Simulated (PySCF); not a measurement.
This PySCF input asks for the NMR shieldings of C6H7BF2O; the geometry comes from GFN2-xTB.

```python
import basis_set_exchange as bse
import numpy as np
from pyscf import gto, dft
from pyscf.prop import nmr

atoms = """
B    -0.386278    1.686483    0.439361
C     0.036062   -0.789952    0.043731
O     1.198375   -1.499276    0.171089
C     2.323273   -0.926049   -0.312841
F     3.370174   -1.629596    0.129504
F     2.376608   -0.979037   -1.668563
C    -1.135707   -1.143359    0.715638
C    -2.096793   -0.196433    0.422894
C    -1.548185    0.806203   -0.421106
C    -0.158729    0.410774   -0.682108
H    -0.126308    2.757418    0.040214
H    -0.251442    1.436000    1.573924
H     2.450234    0.135175   -0.021043
H    -1.234653   -1.984468    1.373646
H    -3.094470   -0.180054    0.823340
H    -2.136672    1.410880   -1.087531
H     0.407512    0.697321   -1.550058
"""
names = dict.fromkeys(["B", "C", "O", "F", "H"], "pcSseg-1")
basis = {el: gto.basis.parse(bse.get_basis(n, elements=[el], fmt="nwchem")) for el, n in names.items()}
mol = gto.M(atom=atoms, basis=basis, charge=0, verbose=0)
mf = dft.RKS(mol, xc="PBE0")
mf.grids.level = 2
mf.grids.alignment = dft.numint.BLKSIZE   # the property module wants whole blocks of grid points
mf.conv_tol = 1e-9
mf.kernel()

calc = nmr.RKS(mf)   # GIAO
C = mf.mo_coeff
Co = C[:, mf.mo_occ > 0]
resp = mf.gen_response(singlet=True, hermi=2)
def vind(x):   # induced exchange potential for any number of trial vectors
    d = np.einsum("pi,xij,qj->xpq", C, 2 * x.reshape(-1, C.shape[1], Co.shape[1]), Co, optimize=True)
    return np.einsum("xpq,pi,qj->xij", resp(d - d.transpose(0, 2, 1)), C, Co, optimize=True).ravel()
mo1, _ = nmr.rhf.solve_mo1(calc, with_cphf=vind)
sigma = calc.kernel(mo1)
for i, s in enumerate(sigma):   # ppm
    print("%2d %-2s %9.2f" % (i, mol.atom_pure_symbol(i), np.trace(s) / 3))
```

Q: Give the expected output.

A: 
```
 0 B      65.48
 1 C      -8.87
 2 O     128.02
 3 C      63.66
 4 F     276.04
 5 F     267.65
 6 C      67.62
 7 C       5.71
 8 C     112.59
 9 C     115.54
10 H      28.46
11 H      29.11
12 H      24.98
13 H      25.60
14 H      23.18
15 H      26.62
16 H      26.74
```

These numbers come from an equivalent density-fitted implementation of the same equations, which agrees with the script to about 0.01 ppm for H and up to a few tenths of a ppm for heavy atoms, so last digits may differ.

Size and cost of the density-fitted run: 205 basis functions, 91 s wall time on 1 thread of an AMD EPYC, shared host; peak memory 0.92 GiB.
